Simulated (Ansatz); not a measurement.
A nudged elastic band was laid between two geometries of C$_{2}$H$_{3}$Te (6 atoms, charge 0, multiplicity 2).

Method: Ansatz, UKS PBE0/def2-SVP.

* movable images: 9
* climbing image: yes
* spring: 5.0 eV/Å²
* optimiser: quadratic models (default)
* start path: through a guess of the saddle point
* force threshold: 0.03 eV/Å
* iteration limit: 44
* end points: relaxed

Image 0:

```xyz
6
Properties=species:S:1:pos:R:3
C -0.366 -0.072 -1.109
C -0.423 0.099 0.197
Te 0.565 -0.641 1.849
H -1.139 0.359 -1.760
H 0.443 -0.625 -1.609
H 0.919 0.880 2.432
```

Image 10:

```xyz
6
Properties=species:S:1:pos:R:3
C -0.218 0.031 -0.743
C 0.069 0.186 0.560
Te 1.041 -1.274 1.694
H -0.730 0.824 -1.300
H 0.044 -0.879 -1.289
H -0.207 1.111 1.078
```

Which bonds break or form, and what moves?

Bonds broken: Te3–H6. Bonds formed: C2–H6.

Give the energies along the band, and the barrier.

The forces met the threshold. The highest image is number 5 of 0 to 10, 1.11 eV above the first end and 2.82 eV above the last; the last end lies 1.71 eV below the first. A vibrational analysis at the climbing image gives one clearly imaginary mode, 1591i cm⁻¹: a first-order saddle point.

```csv
image,path coordinate (Å),energy (eV),Te3–H6 (Å),C2–H6 (Å)
0,0.00,0.00,1.67,2.72
1,0.36,0.02,1.67,2.69
2,0.71,0.08,1.67,2.61
3,1.07,0.25,1.66,2.39
4,1.43,0.68,1.67,2.04
5,1.78,1.11,1.76,1.66
6,2.04,0.56,1.92,1.40
7,2.30,-0.57,2.13,1.19
8,2.56,-1.26,2.38,1.11
9,2.82,-1.61,2.61,1.09
10,3.08,-1.71,2.76,1.10
```

What is the geometry of the highest image?


```xyz
6
Properties=species:S:1:pos:R:3:forces:R:3
C -0.260 -0.048 -0.982 0.00 0.00 0.00
C -0.008 0.010 0.310 0.00 0.00 0.00
Te 0.925 -0.665 2.025 0.00 0.00 0.00
H -0.891 0.701 -1.478 0.00 0.00 0.00
H 0.148 -0.853 -1.613 0.00 0.00 0.00
H 0.088 0.855 1.738 0.00 0.00 0.00
```

What are the harmonic wavenumbers there?

1591i, 85, 239, 409, 483, 856, 931, 1356, 1680, 1811, 3094, 3194 cm⁻¹.

Time of the run: 8.9 min on 2 threads of Arm Neoverse V1, on a shared host, peak memory 0.2 GiB.
